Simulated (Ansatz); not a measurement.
`CN[SiH2][SiH2]N` + `N[SiH](O)F` → `N[SiH2]O[SiH](N)F` + `CN[SiH3]`  (cleavage of the Si–Si bond)

Calculated with Ansatz (gas phase, PBE0-D4/def2-TZVP geometries, no zero-point term in ΔE). CCSD(T)/CBS is the MP2 limit (def2-TZVPP, def2-QZVPP) plus CCSD(T) − MP2 in def2-TZVPP, frozen cores. This one scheme is used for every species. DFT in def2-TZVPP. B3LYP here is the variant with VWN-RPA as its local correlation; programs differ in this. Each species was taken in one conformer, which may not be the lowest.

Question: Is it downhill or uphill in electronic energy at CCSD(T)/CBS, and by how much? (Estimate.)

Answer: Computed: Downhill: ΔE = -138.7 kJ/mol.

Question: What do these levels give: PBE-D4, B3LYP-D4, ωB97M-V, PBE0, HF/def2-TZVPP, MP2/def2-TZVPP? (Best estimate.)

Answer: Computed: PBE-D4 -111.7, B3LYP-D4 -138.2, ωB97M-V -141.5, PBE0 -120.9, HF/def2-TZVPP -163.8, MP2/def2-TZVPP -144.6 kJ/mol.

Largest T1 diagnostic among the species: 0.011.

In def2-TZVPP, CCSD(T) changes the Hartree–Fock value by +25.6 kJ/mol (the triples alone add +3.3 kJ/mol) and MP2 by +19.2 kJ/mol. From PBE to PBE0 (25 % exact exchange), in def2-TZVPP and without D4, ΔE moves by −9.3 kJ/mol.
